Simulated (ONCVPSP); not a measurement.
## Varying the ONCV potential for platinum

Base potential:

ONCVPSP 4.0.1 input, shortened (lines: element, Z, core and valence counts, functional; n l f; lmax; l rc ep ncon nbas qcut; lloc lpopt rc5 dvloc0; l nproj debl; icmod fcfact rcfact), PBEsol, scalar-relativistic:

```
  Pt 78.00   10    4  -116133      upf
    1    0    2.00
    2    0    2.00
    2    1    6.00
    3    0    2.00
    3    1    6.00
    3    2   10.00
    4    0    2.00
    4    1    6.00
    4    2   10.00
    4    3   14.00
    5    0    2.00
    5    1    6.00
    5    2    9.00
    6    0    1.00
    3
    0    1.60    0.00    3    6    7.70
    1    1.50    0.00    3    7    8.60
    2    2.15    0.00    4    9    6.80
    3    1.50    0.23    4    7    8.00
    3    5    1.50    0.00
    0    2    3.80
    1    3    3.20
    2    1    1.20
    3    0    0.30
    3    4.50    1.15
```

Cutoffs, loose and tight: the cutoffs (Ha) at which the residual kinetic energy of the hardest occupied pseudo-wave falls to 1 and 0.1 mHa per electron. They do not see the model core or the augmentation charge, which bear on the density cutoff. Test errors are all-electron minus pseudo excitation energies from the reference, over the configurations 5s2 5p6 5d9 6s0; 5s2 5p6 5d8 6s0; 5s2 5p6 5d7 6s0; 5s2 5p6 5d9 6s0.5. A dash means not determined; rows that change the core or the reference have their own tests.

A true bound ghost makes a file unfit for plane-wave use even where its test errors are small: the radial tests pick states by their node count and pass the ghost by.

```
      change    outcome  cutoff, loose  cutoff, tight  bound ghosts  GHOST(+) flags above zero  largest test error (meV)
        base  generated          25 Ha          30 Ha             s                       p, d                       -73
 p: qcut 5.6  generated          21 Ha          25 Ha             s                          d                       -72
 p: qcut 6.2  generated          21 Ha          25 Ha             s                          d                       -72
p: qcut 10.5  generated          35 Ha          42 Ha             s                       p, d                       -73
p: qcut 11.5  generated          41 Ha          48 Ha             s                       p, d                       -74
```

Problem. What comes out with this change to the base: p: qcut 9.4?

Solution. outcome: generated; cutoff, loose: 29 Ha; cutoff, tight: 35 Ha; bound ghosts: s; GHOST(+) flags above zero: d; largest test error (meV): -73.

Problem. What comes out with this change to the base: p: qcut 12.3?

Solution. outcome: generated; cutoff, loose: 45 Ha; cutoff, tight: 53 Ha; bound ghosts: s; GHOST(+) flags above zero: p, d; largest test error (meV): -74.

Problem. What comes out with this change to the base: p: qcut 8?

Solution. outcome: generated; cutoff, loose: 21 Ha; cutoff, tight: 27 Ha; bound ghosts: s; GHOST(+) flags above zero: p, d; largest test error (meV): -72.

Reading the sweep of the qcut of the p channel (base included, trends over the rows without a ghost): Bound ghosts are found at 5.6, 6.2, 8, 8.6, 9.4, 10.5, 11.5, 12.3 1/bohr. Every judged row has one, so this setting neither creates nor removes them.
